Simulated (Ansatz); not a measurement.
Ansatz (a first-principles code) input:

Ansatz 0.2 input:
```yaml
crystal:
  periodic: [false, false, false]
  atoms:
    - {symbol: C, position_ang: [-2.57239269, 0.25381895, -0.40082422]}
    - {symbol: C, position_ang: [-1.30141265, -0.43696427, -0.14079809]}
    - {symbol: C, position_ang: [-0.07176227, 0.27670232, -0.01949056]}
    - {symbol: O, position_ang: [-0.00566200, 1.50079537, -0.12202748]}
    - {symbol: C, position_ang: [1.15760943, -0.58108500, 0.24660665]}
    - {symbol: C, position_ang: [2.42514733, 0.25457229, 0.34313857]}
    - {symbol: H, position_ang: [-2.40052092, 1.32557297, -0.47103675]}
    - {symbol: H, position_ang: [-3.02602817, -0.10776461, -1.32749217]}
    - {symbol: H, position_ang: [-3.29399455, 0.04695791, 0.39388025]}
    - {symbol: H, position_ang: [-1.30122948, -1.51200967, -0.04049279]}
    - {symbol: H, position_ang: [0.99361420, -1.13390678, 1.17579666]}
    - {symbol: H, position_ang: [1.24464451, -1.31512755, -0.55911713]}
    - {symbol: H, position_ang: [3.28909415, -0.37738239, 0.53410720]}
    - {symbol: H, position_ang: [2.33239947, 0.98085138, 1.14660950]}
    - {symbol: H, position_ang: [2.58311014, 0.80067184, -0.58348402]}
basis:
  gaussian:
    orbitals: def2-TZVP
hamiltonian:
  xc: b3lyp
  dispersion: d3bj
magnetization: {spin_polarized: true, initial_magnetization: 1}
relax: {f_tol: 0.002, max_steps: 150}
```

Question: What final total energy does it print?

Answer: -271.26223 Eh (B3LYP-D3(BJ)/def2-TZVP). The basis has 240 functions.

It need not be the lowest isomer of its formula.
